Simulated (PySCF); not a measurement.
Isomers of C3H9FOSi2, one GFN2-xTB conformer each. Single-point energies are computed at PBE0/pcSseg-1 (PySCF, gas phase, no added dispersion term), electronic only.

```
                    SMILES  GFN2-xTB relative energy (kJ/mol)
    CO/C([SiH3])=C\[SiH2]F                              178.4
  FC[C@@H]1C[SiH2]O[SiH2]1                                0.0
O[Si@@H]1C[SiH2][C@H](F)C1                              172.4
      F/C=C/O[SiH2]C[SiH3]                              218.3
 CO[C@@H]1[SiH2]C[Si@@H]1F                              233.1
```

Conformers: `[CH3:1][O:2]/[C:3]([SiH3:4])=[CH:5]\[SiH2:6][F:7]` with C1–O2–C3–Si4 179°, C3–C5–Si6–F7 178°; `[F:1][CH2:2][C@@H:3]1[CH2:4][SiH2:5][O:6][SiH2:7]1` with F1–C2–C3–C4 180°, C2–C3–C4–Si5 -157°, C3–C4–Si5–O6 24°, C4–Si5–O6–Si7 -7°, Si5–O6–Si7–C3 -9°; `[OH:1][Si@@H:2]1[CH2:3][SiH2:4][C@H:5]([F:6])[CH2:7]1` with H–O1–Si2–C3 70°, O1–Si2–C3–Si4 -97°, Si2–C3–Si4–C5 1°, C3–Si4–C5–F6 87°, Si4–C5–C7–Si2 45°; `[F:1]/[CH:2]=[CH:3]/[O:4][SiH2:5][CH2:6][SiH3:7]` with C2–C3–O4–Si5 5°, C3–O4–Si5–C6 59°, O4–Si5–C6–Si7 40°; `[CH3:1][O:2][C@@H:3]1[SiH2:4][CH2:5][Si@@H:6]1[F:7]` with C1–O2–C3–Si4 176°, O2–C3–Si4–C5 -129°, C3–Si4–C5–Si6 8°, Si4–C5–Si6–F7 104°, O2–C3–Si6–C5 124°.

Question: What does PBE0/pcSseg-1 give for the same structures?

Answer: 
```json
{"SMILES": "FC[C@@H]1C[SiH2]O[SiH2]1", "PBE0/pcSseg-1 E (Eh)": "-873.24301", "PBE0/pcSseg-1 (kJ/mol)": "0.0", "GFN2-xTB (kJ/mol)": "0.0", "point group": "C1"}
{"SMILES": "O[Si@@H]1C[SiH2][C@H](F)C1", "PBE0/pcSseg-1 E (Eh)": "-873.22926", "PBE0/pcSseg-1 (kJ/mol)": "36.1", "GFN2-xTB (kJ/mol)": "172.4", "point group": "C1"}
{"SMILES": "CO[C@@H]1[SiH2]C[Si@@H]1F", "PBE0/pcSseg-1 E (Eh)": "-873.20019", "PBE0/pcSseg-1 (kJ/mol)": "112.4", "GFN2-xTB (kJ/mol)": "233.1", "point group": "C1"}
{"SMILES": "CO/C([SiH3])=C\\[SiH2]F", "PBE0/pcSseg-1 E (Eh)": "-873.18018", "PBE0/pcSseg-1 (kJ/mol)": "165.0", "GFN2-xTB (kJ/mol)": "178.4", "point group": "near Cs"}
{"SMILES": "F/C=C/O[SiH2]C[SiH3]", "PBE0/pcSseg-1 E (Eh)": "-873.16159", "PBE0/pcSseg-1 (kJ/mol)": "213.8", "GFN2-xTB (kJ/mol)": "218.3", "point group": "C1"}
```

Both levels put the same isomer lowest; measured from each level's own lowest isomer, the values differ by up to 136.3 kJ/mol (O[Si@@H]1C[SiH2][C@H](F)C1: 172.4 against 36.1). As drawn, the highest has a C=C bond outside aromatic rings, which the lowest lacks.

Question: Which frontier levels, dipoles and rotational constants go with these structures?

Answer: 
| SMILES | HOMO (eV, PBE0/pcSseg-1) | LUMO (eV) | dipole (D) | A, B, C (MHz) |
| --- | --- | --- | --- | --- |
| FC[C@@H]1C[SiH2]O[SiH2]1 | -8.21 | 0.30 | 2.27 | 3489, 1178, 927.7 |
| O[Si@@H]1C[SiH2][C@H](F)C1 | -7.95 | 0.63 | 1.88 | 2350, 1621, 1273 |
| CO[C@@H]1[SiH2]C[Si@@H]1F | -6.89 | -0.18 | 2.11 | 2127, 1662, 1071 |
| CO/C([SiH3])=C\[SiH2]F | -7.20 | -0.57 | 2.39 | 2687, 912.9, 695.5 |
| F/C=C/O[SiH2]C[SiH3] | -6.82 | 0.28 | 2.06 | 2206, 995.9, 797.6 |
